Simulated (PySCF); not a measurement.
C₂H₇Al, triplet, geometry from GFN2-xTB (such geometries of metal compounds can be far from the true shape) (a higher spin typed on purpose: for a closed-shell molecule this is an excited state); PySCF with M06L/6-31G**.

Here is a job for PySCF.
```python
from pyscf import gto, scf, dft

mol = gto.M(
    atom='''
Al    0.409585   -0.183141   -0.805116
C    -0.580976   -1.242085    0.751100
H    -0.376977   -2.265415    0.446223
H    -1.649395   -1.049269    0.748684
H    -0.150664   -1.050988    1.728693
C    -0.156995    1.518209    0.338901
H     0.325002    2.304755   -0.236247
H     0.240653    1.496650    1.348250
H    -1.233952    1.655441    0.344786
H     1.948551   -0.367078   -0.453892
''',
    basis='6-31g**',
    charge=0,
    spin=2,
    verbose=4,
)

mf = dft.UKS(mol)
mf.xc = 'm06l'
mf.kernel()
```

Q: Predict the main parts of the log of this PySCF run.

A: 
```
PySCF version 2.14.0

[INPUT] verbose = 4
[INPUT] num. atoms = 10
[INPUT] num. electrons = 32
[INPUT] charge = 0
[INPUT] spin (= nelec alpha-beta = 2S) = 2
[INPUT] symmetry False subgroup None
[INPUT] Mole.unit = angstrom
[INPUT] Symbol           X                Y                Z      unit          X                Y                Z       unit  Magmom
[INPUT]  1 Al     0.409585000000  -0.183141000000  -0.805116000000 AA    0.774003474730  -0.346086332179  -1.521448738505 Bohr   0.0
[INPUT]  2 C     -0.580976000000  -1.242085000000   0.751100000000 AA   -1.097885524945  -2.347200473430   1.419373292161 Bohr   0.0
[INPUT]  3 H     -0.376977000000  -2.265415000000   0.446223000000 AA   -0.712383285260  -4.281013908482   0.843239260482 Bohr   0.0
[INPUT]  4 H     -1.649395000000  -1.049269000000   0.748684000000 AA   -3.116904821227  -1.982831040996   1.414807713844 Bohr   0.0
[INPUT]  5 H     -0.150664000000  -1.050988000000   1.728693000000 AA   -0.284713696831  -1.986079480204   3.266756323453 Bohr   0.0
[INPUT]  6 C     -0.156995000000   1.518209000000   0.338901000000 AA   -0.296677552926   2.868999209850   0.640430073341 Bohr   0.0
[INPUT]  7 H      0.325002000000   2.304755000000  -0.236247000000 AA    0.614164769936   4.355355734222  -0.446442127750 Bohr   0.0
[INPUT]  8 H      0.240653000000   1.496650000000   1.348250000000 AA    0.454768261055   2.828258604330   2.547823247445 Bohr   0.0
[INPUT]  9 H     -1.233952000000   1.655441000000   0.344786000000 AA   -2.331831330859   3.128330105376   0.651551111584 Bohr   0.0
[INPUT] 10 H      1.948551000000  -0.367078000000  -0.453892000000 AA    3.682227729747  -0.693676886353  -0.857731570131 Bohr   0.0

nuclear repulsion = 95.1337378769856
number of shells = 41
number of NR pGTOs = 154
number of NR cGTOs = 81
basis = 6-31g**
ecp = {}

******** <class 'pyscf.dft.uks.UKS'> ********
method = UKS
initial guess = minao
damping factor = 0
level_shift factor = 0
DIIS = <class 'pyscf.scf.diis.CDIIS'>
diis_start_cycle = 1
diis_space = 8
diis_damp = 0
SCF conv_tol = 1e-09
SCF conv_tol_grad = None
SCF max_cycles = 50
direct_scf = True
direct_scf_tol = 1e-13
number electrons alpha = 17  beta = 15
XC library pyscf.dft.libxc version 7.1.2
    S. Lehtola, C. Steigemann, M. J. T. Oliveira, and M. A. L. Marques,  SoftwareX 7, 1–5 (2018)
XC functionals = m06l
    Y. Zhao and D. G. Truhlar,  J. Chem. Phys. 125, 194101 (2006)
    Y. Zhao and D. G. Truhlar,  J. Chem. Phys. 125, 194101 (2006)
    Y. Zhao and D. G. Truhlar,  Theor. Chem. Acc. 120, 215 (2008)
radial grids:
    Treutler-Ahlrichs [JCP 102, 346 (1995); DOI:10.1063/1.469408] (M4) radial grids

becke partition: Becke, JCP 88, 2547 (1988); DOI:10.1063/1.454033
pruning grids: <function nwchem_prune>
grids dens level: 3
symmetrized grids: False
atomic radii adjust function: <function treutler_atomic_radii_adjust>
small_rho_cutoff = 0
Set gradient conv threshold to 3.16228e-05
tot grids = 116072
init E= -322.448538594073

cycle= 1 E= -322.637661428474  delta_E= -0.189  |g|= 0.313  |ddm|= 1.76
cycle= 2 E= -322.604074404658  delta_E= 0.0336  |g|= 0.391  |ddm|= 0.638

cycle= 3 E= -322.695280493049  delta_E= -0.0912  |g|= 0.0299  |ddm|= 0.385

cycle= 4 E= -322.696022214831  delta_E= -0.000742  |g|= 0.00914  |ddm|= 0.0695

cycle= 5 E= -322.696106917592  delta_E= -8.47e-05  |g|= 0.00258  |ddm|= 0.0207

cycle= 6 E= -322.696111977774  delta_E= -5.06e-06  |g|= 0.00148  |ddm|= 0.00518

cycle= 7 E= -322.696111258583  delta_E= 7.19e-07  |g|= 0.00184  |ddm|= 0.00372

cycle= 8 E= -322.696113699929  delta_E= -2.44e-06  |g|= 0.000216  |ddm|= 0.00235

cycle= 9 E= -322.696113739698  delta_E= -3.98e-08  |g|= 5.17e-05  |ddm|= 0.000334

cycle= 10 E= -322.69611374234  delta_E= -2.64e-09  |g|= 1.37e-05  |ddm|= 0.000104

cycle= 11 E= -322.696113742532  delta_E= -1.92e-10  |g|= 3.73e-06  |ddm|= 3.21e-05

Extra cycle  E= -322.696113742544  delta_E= -1.17e-11  |g|= 2.53e-06  |ddm|= 9.37e-06
converged SCF energy = -322.696113742544  <S^2> = 2.0066424  2S+1 = 3.004425
```
